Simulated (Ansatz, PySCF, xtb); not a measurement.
Lewis adduct: AlH3 (SMILES [AlH3]) (first 4 atoms) with CHN (SMILES C#N); geometry from B3LYP-D3(BJ)/def2-TZVP, rigid monomers moved along the line of their centres of mass till Al1···N6 is 2.89 Å.
(charge 0, multiplicity 1):
```xyz
7

Al    -0.162     0.364     0.263
H      1.254     0.824    -0.300
H     -1.237     1.489     0.595
H     -0.691    -1.082    -0.136
C      0.974    -0.463     4.038
N      0.652    -0.230     2.970
H      1.275    -0.680     5.039
```

Monomers are frozen at their geometry in the pair; levels with a basis set take the counterpoise correction.

Codes used: Ansatz (Gaussian orbitals); PySCF for the dispersion terms; xtb for the GFN methods. Each number belongs to the level named beside it.

### Question
One of these levels gives -9.11 kcal/mol for the interaction energy. Name it.
(A) GFN1-xTB
(B) HF/aug-cc-pV(D+d)Z
(C) r2SCAN-D3(BJ)/def2-TZVPPD

### Answer
B, HF/aug-cc-pV(D+d)Z. The others give -17.26 (GFN1-xTB), -10.70 (r2SCAN-D3(BJ)/def2-TZVPPD)

Ansatz is an electronic-structure program.
